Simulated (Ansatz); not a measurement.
A made-up structure of CH₃NSe, singlet:

```xyz
6
angstrom
N -0.2505 -0.5889 0.3795
C 0.0713 0.4697 -0.3556
Se 1.6515 1.2879 -0.3749
H -0.2118 0.3775 0.6617
H 0.4397 -0.9914 0.9940
H -0.7453 0.8247 -0.9833
```

It is relaxed with PBE-D4/def2-SVP and then PBE0-D4/def2-TZVP (Ansatz 0.2.0). Atoms count as bonded within 1.22 times the sum of their covalent radii (H–H: 0.88 Å). The end point is not checked to be a true minimum.

Task: Does its bonding change? (Judge from chemistry; the calculation decides.)

Result: By the calculation: Yes. Formed: none; broken: C2–H4.

Where it ends: The first stage lowers the energy by 4.01 eV in 14 steps. It ends as CH₃NSe ([NH2][CH][Se]):
```xyz
6
angstrom
N -0.1029 -0.2150 0.5891
C 0.2332 0.6090 -0.3971
Se 1.8907 0.9954 -0.9170
H -1.0640 -0.3879 0.8303
H 0.6221 -0.6811 1.1118
H -0.6242 1.0592 -0.8959
```

Labels in which every atom is bracketed show which atoms are joined, not bond orders.

For scale, one of the runs: PBE0-D4/def2-TZVP relaxation, 128 basis functions, launched by `ansatz run in.yaml --threads 2 --pin off --events-out ev --progress --plain --max-ram 4352MiB`. The run took about 15 s on 2 CPU threads of an Arm Neoverse V1 (shared host).
